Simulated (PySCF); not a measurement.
**Structure from 2D NMR**

Compound of formula C₅H₈ClF₃Si. Correlations simulated from computed shifts and the bond graph:

HSQC (one-bond C–H):
```tsv
δH	δC
4.32	70.0
2.72	26.7
2.36	31.1
2.23	26.7
1.85	9.9
1.41	9.9
```

COSY cross peaks (H two or three bonds apart, from the bond graph; peaks can be absent where the dihedral angle is near 90°):
```tsv
δH	δH
5.19	4.79
5.19	2.36
5.19	1.85
5.19	1.41
4.79	2.36
4.79	1.85
4.79	1.41
4.32	2.36
2.72	2.36
2.72	2.23
2.72	1.85
2.72	1.41
2.36	2.23
2.23	1.85
2.23	1.41
1.85	1.41
```

HMBC (two and three bonds, from the bond graph):
```tsv
δH	δC
5.19	70.0, 31.1, 26.7, 9.9
4.79	70.0, 31.1, 26.7, 9.9
4.32	134.6, 31.1, 26.7
2.72	70.0, 31.1, 9.9
2.36	134.6, 70.0, 26.7, 9.9
2.23	70.0, 31.1, 9.9
1.85	31.1, 26.7
1.41	31.1, 26.7
```

Carbons without hydrogens: δ 134.6.

[PySCF: shielding tensors at PBE0/pcSseg-1 (GIAO); coordinates at the GFN2-xTB level; no relativistic terms; one averaged value for each set of equivalent atoms; no solvent model; one computed conformer]

Scale: ¹H (31.72 ppm), ¹³C (186.93 ppm) vs TMS (reference shieldings calculated alike).

Exchangeable hydrogens are left out of these lists.

Task: Assemble the structure.

Result: `[C@H](C(F)(F)F)(Cl)[C@H]1CC[SiH2]1`.

Atoms are numbered as in `[F:1][C:2]([F:3])([F:4])[C@@H:5]([Cl:6])[C@H:7]1[CH2:8][CH2:9][SiH2:10]1`. Each H is labelled by its parent atom. Ha(C8), Ha(C9), Ha(Si10) are cis to C5 on the ring; Hb(C8), Hb(C9), Hb(Si10) are trans to C5 on the ring.

δC 134.6 is C2, a CF3 carbon. δC 70.0 is C5, an sp3 CH bonded to Cl (δH 4.32). δC 31.1 is C7, an sp3 CH bonded to Si (δH 2.36). δC 26.7 is C8, an sp3 CH2 in a ring (δH 2.72, 2.23). δC 9.9 is C9, an sp3 CH2 bonded to Si (δH 1.85, 1.41). HMBC from δH 4.32 reaches the proton-free carbon C2. HMBC from δH 2.36 reaches the proton-free carbon C2. COSY links 5.19–4.79, 5.19–2.36, 5.19–1.85, 5.19–1.41, 4.79–2.36, 4.79–1.85.

This is the structure that produced the data.

Carbons that carry Cl, above all several Cl atoms, come out too deshielded, partly because spin–orbit coupling is missing. Shifts are as computed. Against solution values, carbons near 30 ppm lie about +3 ppm off and those near 130 ppm about +5 ppm; carbons on Cl a further +6 ppm. Of 1309 compounds with measured shifts, 239 miss one by over three times the rms of a fit or turn the order of signals round; such compounds aren't used in these exercises.
